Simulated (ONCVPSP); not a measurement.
## Fe (Z = 26): ONCV pseudisation with PBE, scalar-relativistic reference atom.

The input file (ONCVPSP 4.0.1):

```
# ATOM AND REFERENCE CONFIGURATION
# atsym  z   nc   nv     iexc    psfile
  Fe 26.00    5    2        4      upf
#
#   n    l    f
    1    0    2.00
    2    0    2.00
    2    1    6.00
    3    0    2.00
    3    1    6.00
    3    2    6.00
    4    0    0.50
#
# PSEUDOPOTENTIAL AND OPTIMIZATION
# lmax
    3
#
#   l,   rc,      ep,       ncon, nbas, qcut
    0    1.95    0.00    4    7    3.90
    1    2.05    0.20    4    7    4.20
    2    0.90    0.00    4    7   11.90
    3    1.95    0.10    3    7    5.60
#
# LOCAL POTENTIAL
# lloc, lpopt,  rc(5),   dvloc0
    2    5    0.90    0.00
#
# VANDERBILT-KLEINMAN-BYLANDER PROJECTORs
# l, nproj, debl
    0    2    2.20
    1    2    1.80
    2    0    3.40
    3    2    0.30
#
# MODEL CORE CHARGE
# icmod, fcfact, rcfact
    3    4.75    1.30
#
# LOG DERIVATIVE ANALYSIS
# epsh1, epsh2, depsh
   -2.00    5.00    0.02
#
# OUTPUT GRID
# rlmax, drl
    6.00    0.01
#
# TEST CONFIGURATIONS
# ncnf
    4
# nvcnf
#   n    l    f
    2
    3    2    6.00
    4    0    2.00
#
    2
    3    2    6.00
    4    0    1.00
#
    2
    3    2    6.00
    4    0    0.00
#
    3
    3    2    6.00
    4    0    0.00
    4    1    1.00
#
```

Command:

```bash
oncvpsp.x < Fe.dat > Fe.out
```

Resulting log (shortened: citation, most of the input echo, consistency checks and plot data are left out):

```
ONCVPSP  (Optimized Norm-Conservinng Vanderbilt PSeudopotential)
scalar-relativistic version 4.0.1

#   n    l    f        energy (Ha)
    1    0    2.00    -2.5770028E+02
    2    0    2.00    -3.0607131E+01
    2    1    6.00    -2.6151431E+01
    3    0    2.00    -3.9449164E+00
    3    1    6.00    -2.6969998E+00
    3    2    6.00    -7.6026681E-01
    4    0    0.50    -5.9431294E-01

Reference configufation results
  iterations    25
  all-electron total energy (Ha)   -1.27186744D+03

Begin loop to  construct optimized pseudo wave functions
and semi-local pseudopoentials for all angular momenta

   Wellstate for l =  0  n =  6
     eigenvalue =   1.6057
     asymptotic potential =   2.1057
     half-point radius =  3.9427

Calculating optimized projector #   1

 for l=   0

    Fraction of norm inside rc  0.243797
    Optimizing pswf for qcut=   3.91 a_B^-1,  ecut=   7.63 Ha
    Residual kinetic energy error=  1.63D-04 Ha

    Energy error per electron        Cutoff
         Ha          eV             Ha
         0.01000     0.27211        3.24
         0.00100     0.02721        4.84
         0.00010     0.00272       16.76
         0.00001     0.00027       32.69

Calculating optimized projector #   2

 for l=   0

    Fraction of norm inside rc  0.103282
    Optimizing pswf for qcut=   3.91 a_B^-1,  ecut=   7.63 Ha
    Residual kinetic energy error=  4.10D-03 Ha

    Energy error per electron        Cutoff
         Ha          eV             Ha
         0.01000     0.27211        6.69
         0.00100     0.02721        9.54
         0.00010     0.00272       23.91
         0.00001     0.00027       44.06

WARNING wellstate: moderately localized bound state found for n= 4 l=  1
WARNING scattering state with energy  0.05000000
WARNING will be used for the first projector

   Wellstate for l =  1  n =  5
     eigenvalue =   0.0500
     asymptotic potential =   0.5500
     half-point radius =  6.7174

   Wellstate for l =  1  n =  6
     eigenvalue =   1.8500
     asymptotic potential =   2.3500
     half-point radius =  4.0076

Calculating optimized projector #   1

 for l=   1

    Fraction of norm inside rc  0.111016
    Optimizing pswf for qcut=   4.19 a_B^-1,  ecut=   8.78 Ha
    Residual kinetic energy error=  7.29D-05 Ha

    Energy error per electron        Cutoff
         Ha          eV             Ha
         0.01000     0.27211        1.63
         0.00100     0.02721        4.75
         0.00010     0.00272        7.44
         0.00001     0.00027       32.70

Calculating optimized projector #   2

 for l=   1

    Fraction of norm inside rc  0.120484
    Optimizing pswf for qcut=   4.19 a_B^-1,  ecut=   8.78 Ha
    Residual kinetic energy error=  1.20D-02 Ha

    Energy error per electron        Cutoff
         Ha          eV             Ha
         0.01000     0.27211       10.47
         0.00100     0.02721       42.35
         0.00010     0.00272       49.97
         0.00001     0.00027       66.59

Calculating optimized projector #   1

 for l=   2

    Fraction of norm inside rc  0.455983
    Optimizing pswf for qcut=  11.89 a_B^-1,  ecut=  70.68 Ha
    Residual kinetic energy error=  6.92D-03 Ha

    Energy error per electron        Cutoff
         Ha          eV             Ha
         0.01000     0.27211       67.40
         0.00100     0.02721      180.14
         0.00010     0.00272      220.58
         0.00001     0.00027      302.26

   Wellstate for l =  3  n =  4
     eigenvalue =   0.1000
     asymptotic potential =   0.6000
     half-point radius =  6.8729

   Wellstate for l =  3  n =  5
     eigenvalue =   0.4000
     asymptotic potential =   0.9000
     half-point radius =  7.8894

Calculating optimized projector #   1

 for l=   3

    Fraction of norm inside rc  0.010499
    Optimizing pswf for qcut=   5.60 a_B^-1,  ecut=  15.70 Ha
    Residual kinetic energy error=  2.08D-06 Ha

    Energy error per electron        Cutoff
         Ha          eV             Ha
         0.01000     0.27211        1.85
         0.00100     0.02721        4.77
         0.00010     0.00272        9.42
         0.00001     0.00027       13.24

Calculating optimized projector #   2

 for l=   3

    Fraction of norm inside rc  0.024526
    Optimizing pswf for qcut=   5.60 a_B^-1,  ecut=  15.70 Ha
    Residual kinetic energy error=  7.26D-06 Ha

    Energy error per electron        Cutoff
         Ha          eV             Ha
         0.01000     0.27211        3.06
         0.00100     0.02721        7.21
         0.00010     0.00272       11.70
         0.00001     0.00027       15.26

Construct Vanderbilt / Kleinmman-Bylander projectors

B matrix Hermiticity error, ll=   0
   1   2   -9.2052E-05

  Orthonormal projector coefficients  2.0961E+01  3.8372E+00

B matrix Hermiticity error, ll=   1
   1   2    5.5784E-05

  Orthonormal projector coefficients  1.0481E+01  1.5537E+00

B matrix Hermiticity error, ll=   3
   1   2    4.0090E-07

  Orthonormal projector coefficients -8.6436E+00 -3.6763E+00

Model core correction analysis
  based on d2Exc/dn_idn_j

d2excae - all-electron derivatives

   -2.686930D-02   -1.076075D-02
   -1.076175D-02   -4.738486D-02

d2excps - pseudofunction derivatives with no core correction

   -5.206390D-02   -1.288181D-02
   -1.287697D-02   -5.459578D-02

rms 2nd derivative error    1.318843E-02

rmatch, rhocmatch    1.2837    1.8701

Teter function model core charge with specified parameters

d2excps - pseudofunction derivatives with core correction

   -4.040281D-02   -1.107978D-02
   -1.108060D-02   -4.864668D-02

rms 2nd derivative error    6.799843E-03

Pseudoatom total energy  -20.696688

Diagnostic tests using Vanderbilt-Kleinman-Bylander pseudopotentials
  1 or more projectors used as specified by nproj input data

   l    rcore       rmatch      e in        delta e   norm test  slope test

   0   1.9512167   2.0104599  -0.5943129  -0.0000004   1.0000329   1.0000228
run_diag: lschvkbbe ERROR   2   1   0  60  1.60568707E+00  1.39511836E+00
   0   1.9512167   2.0104599   1.6056871  -0.2105687   0.0722753   0.1665327

   1   2.0591469   2.1216671   0.0500000   0.0000052   1.0001099   1.0001099
   1   2.0591469   2.1216671   1.8500000   0.0000012   1.0001707   1.0001707

   2   0.9019158   0.9292999  -0.7602668   0.0000199   1.0000098   0.9999826

   3   1.9512167   2.0104599   0.1000000  -0.0000678   1.0000404   1.0000404
   3   1.9512167   2.0104599   0.4000000  -0.0000649   1.0000398   1.0000398

 Testing for bound ghosts
   n   l    E NL Schr. Eq   E Basis Diag.   E Cutoff

       0                       -3.085960     48.82  WARNING - GHOST(-)
   1   0       -0.594313       -0.587890     48.82

       1                       -2.330136     52.09  WARNING - GHOST(-)
       1                       -0.379332     52.09  WARNING - GHOST(-)

   4   3       -0.080242        0.179346     76.64

 Testing for highly-localized positive-energy ghosts
       l    <radius>/rc     E Basis Diag.   E Cutoff

       0        0.268673        5.042804     48.82  WARNING - GHOST(+)

       3        0.546083        2.476265     76.64  WARNING - GHOST(+)

Test configuration 0

   n   l     f        eae           eps        diff
   1   0  2.0000 -257.70028384
   2   0  2.0000  -30.60713090
   2   1  6.0000  -26.15143064
   3   0  2.0000   -3.94491637
   3   1  6.0000   -2.69699979
   3   2  6.0000   -0.76026681   -0.76024695    1.99D-05
   4   0  0.5000   -0.59431294   -0.59431330   -3.69D-07

    Total energies and differences
      AE_ref= -1.27186744D+03  AE_tst= -1.27186744D+03  dif=  0.00D+00
      PS_ref= -2.06966884D+01  PS_tst= -2.06966884D+01  dif=  7.11D-15
      PSP excitation error= -7.11D-15

Test configuration 1

   n   l     f        eae           eps        diff
   1   0  2.0000 -257.20572988
   2   0  2.0000  -30.12438750
   2   1  6.0000  -25.66770032
   3   0  2.0000   -3.45509099
   3   1  6.0000   -2.20653441
   3   2  6.0000   -0.27580115   -0.27955733   -3.76D-03
   4   0  2.0000   -0.19448241   -0.19425262    2.30D-04

    Total energies and differences
      AE_ref= -1.27186744D+03  AE_tst= -1.27244976D+03  dif= -5.82D-01
      PS_ref= -2.06966884D+01  PS_tst= -2.12788494D+01  dif= -5.82D-01
      PSP excitation error= -1.54D-04

Test configuration 2

   n   l     f        eae           eps        diff
   1   0  2.0000 -257.52143923
   2   0  2.0000  -30.43309633
   2   1  6.0000  -25.97699549
   3   0  2.0000   -3.76841372
   3   1  6.0000   -2.52035344
   3   2  6.0000   -0.58637748   -0.58790814   -1.53D-03
   4   0  1.0000   -0.45307640   -0.45297026    1.06D-04

    Total energies and differences
      AE_ref= -1.27186744D+03  AE_tst= -1.27212896D+03  dif= -2.62D-01
      PS_ref= -2.06966884D+01  PS_tst= -2.09582011D+01  dif= -2.62D-01
      PSP excitation error= -4.37D-06

Test configuration 3

   n   l     f        eae           eps        diff
   1   0  2.0000 -257.89188151
   2   0  2.0000  -30.79313517
   2   1  6.0000  -26.33789794
   3   0  2.0000   -4.13325749
   3   1  6.0000   -2.88533696
   3   2  6.0000   -0.94508788   -0.94335023    1.74D-03

    Total energies and differences
      AE_ref= -1.27186744D+03  AE_tst= -1.27153351D+03  dif=  3.34D-01
      PS_ref= -2.06966884D+01  PS_tst= -2.03626600D+01  dif=  3.34D-01
      PSP excitation error= -9.51D-05

Test configuration 4

psatom: WARNING lschvkbb convergence error n,l,iter=   2   1   2
ea(ii),et,emin,emax -5.253849E-01 -5.779234E-01 -5.779234E-01 -5.779234E-01
run_config: WARNING for fully non-local PS atom, stg. 2
 WARNING no output for configuration 5
```

Note: ghosts flagged at negative energy: s at -84.0 eV, p at -63.4 eV (a further GHOST(-) flag falls on a real empty level of the atom); GHOST(+) flagged for f at 67.4 eV, s at 137.2 eV. A true bound ghost makes a file unfit for plane-wave use.

The run took about 3 s on one core of a shared server CPU.
